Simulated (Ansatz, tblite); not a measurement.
Removing and adding an electron: (ClGaNH)4 cubane (Ga₄N₄Cl₄H₄). The state is a singlet with charge 0. Geometry: PBE-D4/def2-SVP. Ansatz, gas phase; energy differences of separate SCF runs; the oxidised species was run as a doublet alone; the reduced species was run as a doublet alone.

Cartesian coordinates in Å:
```
Ga -1.064 1.061 -0.889
Cl -2.378 2.372 -1.987
N 0.096 -0.363 -1.665
Ga -0.480 -1.658 -0.262
Cl -1.072 -3.706 -0.586
N -1.605 -0.220 0.539
Ga -0.098 0.372 1.703
Cl -0.218 0.831 3.807
N 0.469 1.621 0.257
Ga 1.641 0.225 -0.552
Cl 3.668 0.504 -1.233
N 1.040 -1.038 0.869
H 0.153 -0.582 -2.666
H -2.569 -0.353 0.863
H 0.751 2.596 0.411
H 1.665 -1.661 1.392
```

The xTB rows come from tblite. B3LYP takes the VWN-RPA correlation. Single mean-field runs in def2-TZVP are fitted with def2-universal-jkfit. HOMO above LUMO, or a gap near zero within one spin, warns that the state may not be the lowest or that an electron is smeared out.

(1) Estimate orbital energies and vertical ionisation energies and electron affinities at: GFN1-xTB; GFN2-xTB; PBE-D4/def2-TZVP; B3LYP-D4/def2-TZVP; PBE0-D4/def2-TZVP.

## Answers

(1) 
```tsv
level	−HOMO (eV)	vertical IE (eV)	−LUMO (eV)	vertical EA (eV)	HOMO–LUMO gap (eV)	IE − EA (eV)	remarks
GFN1-xTB	10.22	12.31	6.20	4.36	4.02	7.95	–
GFN2-xTB	12.17	14.14	8.55	6.65	3.63	7.48	–
PBE-D4/def2-TZVP	7.06	9.16	2.64	0.83	4.42	8.33	HOMO above zero (-1 doublet), gap within one spin near zero (+1 doublet)
B3LYP-D4/def2-TZVP	8.11	9.72	2.06	0.70	6.05	9.02	HOMO above zero (-1 doublet)
PBE0-D4/def2-TZVP	8.37	9.83	1.78	0.53	6.59	9.30	HOMO above zero (-1 doublet)
```

Relaxing the reduced species (PBE-D4/def2-SVP) changes its energy by -0.24 eV at PBE-D4/def2-TZVP, so the adiabatic electron affinity to this nearest minimum is 1.07 eV. At PBE0-D4/def2-TZVP it is 0.60 eV. The highest occupied level of the relaxed charge -1 doublet lies above zero (up to 0.43 eV). By energy differences its removal costs 1.07 eV (each at its own geometry, to the charge 0 singlet, at PBE-D4/def2-TZVP); self-interaction error and the lack of diffuse functions both raise the level.     A HOMO above zero means that the electron is unbound at that level or that self-interaction error raises the level; the energy of removing that electron tells which. Raw xTB energy differences between charge states are shifted by several eV; the methods need an empirical correction for them. Sets without diffuse functions give affinities that are too small.
